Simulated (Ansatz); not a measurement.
Reaction (formal loss of a carbene): `CCSBCl` → `CSBCl` + `[CH2]` (triplet)

Computed with Ansatz on PBE0-D4/def2-TZVP structures; ΔE is electronic, products minus reactants. CBS: MP2 limit from def2 TZ/QZ plus the TZ coupled-cluster correction, frozen cores. This one scheme is used for every species. Functionals use def2-TZVPP. Triplets are unrestricted, without spin–orbit coupling. One conformer a species, not always the lowest.

Question: Is it downhill or uphill in electronic energy at CCSD(T)/CBS, and by how much? (Best estimate.)

Answer: Computed: Uphill: ΔE = +4.62 eV.

Question: What do these levels give: r2SCAN, CAM-B3LYP, SCS-MP2/def2-TZVPP, CCSD(T)/def2-TZVPP, HF/def2-QZVPP, MP2/def2-QZVPP? (Best estimate.)

Answer: The calculation gave: r2SCAN 4.34, CAM-B3LYP 4.49, SCS-MP2/def2-TZVPP 4.64, CCSD(T)/def2-TZVPP 4.50, HF/def2-QZVPP 3.03, MP2/def2-QZVPP 4.72 eV.

Largest T1 diagnostic among the species: 0.013.

In def2-TZVPP, CCSD(T) changes the Hartree–Fock value by +1.47 eV (the triples alone add +0.13 eV) and MP2 by +1.62 eV. From PBE to PBE0 (25 % exact exchange), in def2-TZVPP and without D4, ΔE moves by −0.07 eV. At CCSD(T), def2-SVP lies −0.14 eV from the extrapolated value and def2-TZVPP −0.12 eV.
